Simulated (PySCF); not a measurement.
## Choosing a basis for TDDFT

Species: C2H10SSi3.
SMILES with atom numbers: `[CH3:1][C:2](=[S:3])[SiH2:4][SiH2:5][SiH3:6]` (hydrogens: H7, H8, H9 on C1; H10, H11 on Si4; H12, H13 on Si5; H14, H15, H16 on Si6)

TDDFT with PBE0 (PySCF), vertical singlets, core orbitals frozen in the response, spherical d and f functions. Isolated species at its PBE0-D3(BJ)/def2-SVP geometry (one conformer only).

Q: How do the low singlets change with the basis? Take 6-31G*, 6-31+G*, def2-SVP, def2-SVPD, aug-cc-pVDZ and def2-TZVP.

A: 

| basis | functions | diffuse | S1 (eV) | S2 (eV) | S3 (eV) | S4 (eV) | S5 (eV) | LUMO (eV) | α (au) |
| --- | --- | --- | --- | --- | --- | --- | --- | --- | --- |
| 6-31G* | 120 | no | 2.23 | 4.45 | 4.98 | 5.33 | 5.49 | -2.45 | 114.9 |
| 6-31+G* | 144 | yes | 2.21 | 4.38 | 4.92 | 5.14 | 5.43 | -2.61 | 128.0 |
| def2-SVP | 150 | no | 2.21 | 4.44 | 4.96 | 5.32 | 5.49 | -2.52 | 120.5 |
| def2-SVPD | 219 | yes | 2.19 | 4.30 | 4.83 | 5.19 | 5.40 | -2.65 | 137.7 |
| aug-cc-pVDZ | 244 | yes | 2.21 | 4.34 | 4.87 | 5.09 | 5.39 | -2.59 | 139.8 |
| def2-TZVP | 270 | no | 2.17 | 4.30 | 4.85 | 5.13 | 5.37 | -2.60 | 132.7 |

States are compared by their number. Against the largest diffuse basis here (aug-cc-pVDZ, itself not a converged limit), sets without diffuse functions differ by up to 0.04 eV in S1 and 0.10 eV in S5; the smaller diffuse sets differ by up to 0.02 and 0.04 eV. State by state, the largest deviation of a set without diffuse functions is S1 0.04, S2 0.11, S3 0.11, S4 0.24, S5 0.10 eV. The same number needn't mean the same state in each row. Against aug-cc-pVDZ the polarisability deviates by -18% in 6-31G*, -8% in 6-31+G*, -14% in def2-SVP, -2% in def2-SVPD, -5% in def2-TZVP. A single + in a Pople set puts diffuse functions on heavy atoms only.
